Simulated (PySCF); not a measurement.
Isomers of C8H16Si, from PBE0-D3(BJ)/def2-SVP geometry optimisation, gas phase in PySCF. One conformer each, no zero-point energy, no frequencies.

Question: Which isomer lies lowest at this level?
A. `[CH2:1]=[CH:2][C@H:3]1[CH2:4][Si@@H:5]([CH2:6][CH2:7][CH3:8])[CH2:9]1` with C1–C2–C3–C4 122°, C4–Si5–C6–C7 165°, Si5–C6–C7–C8 180°, C2–C3–C4–Si5 148°, C3–C4–Si5–C6 -137°, C4–Si5–C9–C3 19°, C2–C3–C9–Si5 -148°: A = 4457, B = 497.9, C = 482.9 MHz, dipole 0.95 D
B. `[CH2:1]=[C:2]([CH3:3])[C@@:4]1([CH3:5])[CH2:6][CH2:7][CH2:8][SiH2:9]1` with C1–C2–C4–C5 -121°, C2–C4–C6–C7 160°, C4–C6–C7–C8 -52°, C6–C7–C8–Si9 35°, C7–C8–Si9–C4 -11°: A = 2093, B = 1066, C = 956.3 MHz, dipole 0.61 D
C. `[CH2:1]1[CH2:2][CH2:3][Si:4]2([CH2:5]1)[CH2:6][CH2:7][CH2:8][CH2:9]2` with C5–C1–C2–C3 50°, C1–C2–C3–Si4 -37°, C2–C3–Si4–C5 13°, C3–Si4–C5–C1 13°: A = 2838, B = 865.3, C = 864.9 MHz, dipole 0.00 D

Answer: C. That is `C1[Si]2(CCC1)CCCC2`, 31.8 kcal/mol below the next.

```
                   SMILES                                                          mapped SMILES      E (Eh)  relative (kcal/mol)  relative (kJ/mol)  dipole (D)
       C1CC[Si]2(C1)CCCC2   [CH2:1]1[CH2:2][CH2:3][Si:4]2([CH2:5]1)[CH2:6][CH2:7][CH2:8][CH2:9]2  -603.21559                  0.0                0.0        0.00
C=C(C)[C@@]1(C)CCC[SiH2]1  [CH2:1]=[C:2]([CH3:3])[C@@:4]1([CH3:5])[CH2:6][CH2:7][CH2:8][SiH2:9]1  -603.16491                 31.8              133.1        0.61
 C=C[C@H]1C[Si@@H](CCC)C1  [CH2:1]=[CH:2][C@H:3]1[CH2:4][Si@@H:5]([CH2:6][CH2:7][CH3:8])[CH2:9]1  -603.14606                 43.6              182.6        0.95
```

As drawn, the highest has a four-membered ring and a C=C bond outside aromatic rings, which the lowest lacks.
